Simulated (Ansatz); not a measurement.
System: SnSe, net charge 0, singlet state. SMILES: [Se]=[Sn]
Geometry from a B3LYP-D3(BJ)/def2-TZVP (Ansatz, a program for electronic structure) optimisation:
```
Sn
Se 1 2.3464
```
Charge 0, spin multiplicity 1.

Computed values are from Ansatz. Valence correlation only, unless marked. UHF or UKS for open shells. No spin-orbit coupling. Frozen are the shells of the preceding noble gas and the d and f shells that filled before the atom's block. Past Kr the def2 sets carry scalar-relativistic core potentials. Basis-set limits of correlation are two-point, X^-3; Hartree-Fock from the larger set.

The T1 diagnostic of CCSD in the largest basis is 0.028, which is high, so the coupled-cluster rows are less sure than usual.

Problem. What is the total energy at CCSD(T)/CBS(def2-TZVPPD,def2-QZVPPD)?

Solution. -2613.5875 Eh.

Problem. What is the dipole moment at CCSD(T)/def2-SVPD?

Solution. 2.79 D.

Problem. What is the vertical ionisation energy (to the doublet) at CCSD(T)/CBS(def2-TZVPPD,def2-QZVPPD)?

Solution. 9.18 eV.

Problem. What is the atomisation energy De at CCSD(T)/CBS(def2-TZVPPD,def2-QZVPPD)?

Solution. 107.0 kcal/mol.
